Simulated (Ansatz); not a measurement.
```yaml
crystal:
  periodic: [true, true, true]
  atoms:
    - {symbol: I, position_ang: [-2.340828, -1.789412, 0.500466]}
    - {symbol: B, position_ang: [-0.611956, -0.698530, 0.057179]}
    - {symbol: B, position_ang: [0.797348, -0.408347, -0.493785]}
    - {symbol: C, position_ang: [-0.123246, 0.658561, 0.266739]}
    - {symbol: H, position_ang: [1.879238, -0.384069, -0.980341]}
    - {symbol: H, position_ang: [-0.454083, 1.590590, 0.715738]}
    - {symbol: H, position_ang: [0.914726, 0.963207, -0.111595]}
basis:
  gaussian: {orbitals: ANO-RCC-VTZP}
hamiltonian: {xc: {name: LC-wPBE}}
```

```sh
$ ansatz run in.yaml --threads 2 --pin off --events-out ev --progress --plain --max-ram 4352MiB
```

Shortened log:

```
Error: YAML parse error: error: line 2 column 3: crystal: missing field `lattice` (a structure is typed as `lattice` and `atoms`, a molecule's as `atoms` in Å alone, or read from a run's directory, `checkpoint`)
 --> <input>:2:3
1 | crystal:
2 |   periodic: [true, true, true]
3 |   atoms:
4 |     - {symbol: I, position_ang: [-2.340828, -1.789412, 0.500466]}
```

Question: Something in this input is off. What?

Answer: The molecule is marked periodic without a cell. The input was rejected before any iteration.
